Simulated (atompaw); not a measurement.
**Before and after: PAW (atompaw) potential for praseodymium (Pr)**

```
Element                 : Pr
Generator               : atompaw 4.2.0.5
Type                    : PAW
Functional              : LDA (PW92)
Relativity              : scalar-relativistic
Frozen core             : [Kr] 4d10
Valence charge          : 13
Reference configuration : 4f2.5 5s2 5p6 5d0.5 6s2 6p0
Partial waves           : 5s (bound): rc 1.85 bohr; 6s (bound): rc 3.00 bohr; 5p (bound): rc 2.65 bohr; 6p (bound, empty): rc 2.60 bohr; 5d (bound): rc 3.00 bohr; 5d channel at 2.35 Ry: rc 3.00 bohr; 4f (bound): rc 1.55 bohr; 4f channel at 1.8 Ry: rc 1.55 bohr
Local potential         : ultrasoft scheme with l = 4 at 0.5 Ry, radius 2.10 bohr
Core correction         : smooth core density matched at 2.05 bohr
Augmentation charge     : besselshape compensation charge, radius 2.20 bohr; PAW radius 3.00 bohr; waves and projectors: custom polynom gramschmidtortho
```

Change: all radii scaled by about 1.18 (s 2.18, p 3.12, d 3.54, f 1.82 bohr); local potential ultrasoft scheme with l = 4 at 0.5 Ry, radius 2.48 bohr; augmentation besselshape compensation charge, radius 2.60 bohr; PAW radius 3.54 bohr; waves and projectors: custom polynom gramschmidtortho; core correction smooth core density matched at 2.42 bohr.

Cutoffs: the cutoffs (Ry, on a coarse ladder) from which the occupation-weighted sum of valence levels, in a spherical-Bessel basis at the reference potential, stays within 10 and 1 mRy of its value at 400 Ry; they do not see the model core or the augmentation charge, which bear on the density cutoff.

What does the change do?

The potential gets softer (60 Ry and 90 Ry → 35 Ry and 70 Ry); neither file shows a bound ghost. A larger radius leaves more room for a smooth pseudo-wave, so fewer plane waves are needed.

```tsv
quantity	base	changed
cutoff, loose	60 Ry	35 Ry
cutoff, tight	90 Ry	70 Ry
loose cutoff by channel (10 mRy a level)	s 8 Ry, p 10 Ry, d 8 Ry, f 45 Ry	s 8 Ry, p 6 Ry, d 6 Ry, f 35 Ry
bound ghosts	none	none
lowest overlap eigenvalue by channel	s 0.65, p 0.93, d 0.88, f 0.99	s 0.44, p 0.89, d 0.82, f 0.99
```

 The cutoffs see the waves, projectors and local potential, not the compensation charge or the core.
